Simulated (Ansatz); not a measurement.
```yaml
crystal:
  periodic: [false, false, false]
  atoms:
    - {symbol: C, position_ang: [0.228398, 0.979864, 1.362293]}
    - {symbol: C, position_ang: [0.375198, 0.852582, 0.277281]}
    - {symbol: Si, position_ang: [0.087227, -0.333609, -0.118964]}
    - {symbol: Al, position_ang: [-1.202045, -1.339792, -0.440577]}
    - {symbol: Si, position_ang: [-0.012166, -0.934834, -1.413907]}
    - {symbol: H, position_ang: [0.442883, 1.672970, 1.376591]}
    - {symbol: H, position_ang: [0.597406, 0.395542, 1.786820]}
    - {symbol: H, position_ang: [-0.518771, 0.903193, 1.507102]}
    - {symbol: H, position_ang: [1.186034, 0.807386, 0.183067]}
    - {symbol: H, position_ang: [0.063596, 1.183763, -0.081422]}
    - {symbol: H, position_ang: [0.607470, -0.944768, 0.363810]}
    - {symbol: H, position_ang: [-1.819800, -1.904445, -0.252398]}
    - {symbol: H, position_ang: [0.635341, -1.160848, -2.235424]}
    - {symbol: H, position_ang: [-0.474428, -0.244291, -2.227281]}
basis:
  gaussian: {orbitals: "6-31G*"}
hamiltonian: {xc: {name: PBE0-DH}}
```

```sh
$ ansatz run in.yaml --threads 4 --pin off --events-out ev --progress --plain --max-ram 10444MiB
```

Output, abridged:

```
Functional definition: PBE0-DH
1067 factors; integrals over basis functions are off by at most 6.2e-4 eV
mean field evaluation 1: about -24437.3628 eV, gradient 8.7e1 eV
mean field evaluation 2: about -24438.9484 eV, gradient 8.6e1 eV
mean field evaluation 4: about -24452.3747 eV, gradient 2.2e1 eV
mean field evaluation 8: about -24453.8313 eV, gradient 1.0e0 eV
mean field evaluation 16: about -24453.8363 eV, gradient 1.6e-3 eV
mean field -24453.83627500 eV, -898.6619077008 hartree, gradient 5.2e-6 eV, S^2 0.000000; 0 other end points of the search recorded, 0 dependent functions left out
17 core orbitals not correlated: weight in the atoms' cores, before any rotation towards them, 0.998 or more for the frozen orbitals, at most 0.001 for the correlated occupied ones
reference -24453.83629772 eV, -898.6619085355 hartree; 14, 14 occupied and 74, 74 virtual orbitals, 1067 factors
second order -17.90557775 eV of doubles, -0.00000000 eV of singles
Total energy: -24456.07449493 eV, -898.7441607662 hartree
```

Problem. Something in this input is off. What?

Solution. The geometry is squeezed to about two thirds of its size. The run converged. The result belongs to that input, not to the molecule as meant.
